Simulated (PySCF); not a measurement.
A species of formula C6H7OP has this rotational fingerprint, computed with B3LYP/def2-SVPD in PySCF (dipole) on a GFN2-xTB geometry, gas phase:

```
Rotational constants : A = 3516, B = 1315, C = 962.7 MHz
Dipole components    : |μa| = 1.48 D, |μb| = 0.19 D, |μc| = 0.00 D
Inertial defect      : -3.22 u·Å²
κ                    : -0.72
```

Task: Which structure is it? (One computed conformer of each.)
A. `[CH3:1][O:2][c:3]1[cH:4][cH:5][cH:6][p:7][cH:8]1` with C1–O2–C3–C4 180°
B. `[CH3:1]/[CH:2]=[P:3]/[c:4]1[cH:5][cH:6][o:7][cH:8]1` with C2–P3–C4–C5 32°
C. `[cH:1]1[cH:2][p:3][c:4]([CH:5]2[CH2:6][CH2:7]2)[o:8]1` with P3–C4–C5–C6 -36°

Result: A. It is COc1cccpc1, an asymmetric top, point group Cs. The candidates at the same level (rigid rotor, commonest isotopes):

```json
{"SMILES": "COc1cccpc1", "A (MHz)": "3516", "B (MHz)": "1315", "C (MHz)": "962.7", "μa (D)": "1.48", "μb (D)": "0.19", "μc (D)": "0.00", "Δ (u·Å²)": "-3.22", "point group": "Cs", "rotor": "asymmetric top"}
{"SMILES": "c1cpc(C2CC2)o1", "A (MHz)": "4021", "B (MHz)": "1338", "C (MHz)": "1089", "μa (D)": "0.31", "μb (D)": "1.01", "μc (D)": "0.01", "Δ (u·Å²)": "-39.42", "point group": "near Cs", "rotor": "asymmetric top"}
{"SMILES": "C/C=P/c1ccoc1", "A (MHz)": "5480", "B (MHz)": "921.8", "C (MHz)": "810.0", "μa (D)": "0.32", "μb (D)": "1.41", "μc (D)": "0.25", "Δ (u·Å²)": "-16.49", "point group": "C1", "rotor": "near-prolate asymmetric top"}
```

`C/C=P/c1ccoc1` has A 56 % too high; `c1cpc(C2CC2)o1` has A 14 % too high. In the right answer the mirror of this Cs structure is the ab plane, so μc vanishes by symmetry. No structure here is proved a minimum.
